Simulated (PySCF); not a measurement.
Sn²⁺ (tin, charge +2) across methods

[Kr] 4d10 5s2, closed-shell 1S. Calculation: PySCF 2.14, in aug-cc-pwCVTZ-DK3 with one added diffuse shell each of s, p, d, f type (11s10p8d5f1g, 125 functions); scalar relativity by spin-free X2C-1e.

```json
{"method": "PW91", "E (hartree)": "-6175.98", "mean ε 4p (eV)": "-107.21", "mean ε 4d (eV)": "-43.278", "mean ε 5s (eV)": "-26.184", "Σ⟨r²⟩ (bohr²)": "34.43", "⟨S²⟩": "0.000"}
{"method": "UHF", "E (hartree)": "-6172.78202", "mean ε 4p (eV)": "-127.58", "mean ε 4d (eV)": "-52.966", "mean ε 5s (eV)": "-28.778", "Σ⟨r²⟩ (bohr²)": "34.84", "⟨S²⟩": "0.000"}
{"method": "PBE", "E (hartree)": "-6175.08", "mean ε 4p (eV)": "-107.13", "mean ε 4d (eV)": "-43.201", "mean ε 5s (eV)": "-26.078", "Σ⟨r²⟩ (bohr²)": "34.45", "⟨S²⟩": "0.000"}
{"method": "LDA", "E (hartree)": "-6169.46", "mean ε 4p (eV)": "-107.13", "mean ε 4d (eV)": "-43.393", "mean ε 5s (eV)": "-26.518", "Σ⟨r²⟩ (bohr²)": "34.38", "⟨S²⟩": "0.000"}
{"method": "r2SCAN", "E (hartree)": "-6175.49", "mean ε 4p (eV)": "-109.74", "mean ε 4d (eV)": "-43.991", "mean ε 5s (eV)": "-26.243", "Σ⟨r²⟩ (bohr²)": "34.41", "⟨S²⟩": "0.000"}
{"method": "revPBE", "E (hartree)": "-6175.34", "mean ε 4p (eV)": "-107.10", "mean ε 4d (eV)": "-43.158", "mean ε 5s (eV)": "-25.939", "Σ⟨r²⟩ (bohr²)": "34.44", "⟨S²⟩": "0.000"}
{"method": "PBE0", "E (hartree)": "-6175.15", "mean ε 4p (eV)": "-112.58", "mean ε 4d (eV)": "-45.948", "mean ε 5s (eV)": "-26.986", "Σ⟨r²⟩ (bohr²)": "34.45", "⟨S²⟩": "0.000"}
```

Problem. Estimate the same row for TPSSh.

Solution. E (hartree) = -6175.24; mean ε 4p (eV) = -109.89; mean ε 4d (eV) = -44.374; mean ε 5s (eV) = -26.305; Σ⟨r²⟩ (bohr²) = 34.44; ⟨S²⟩ = 0.000.
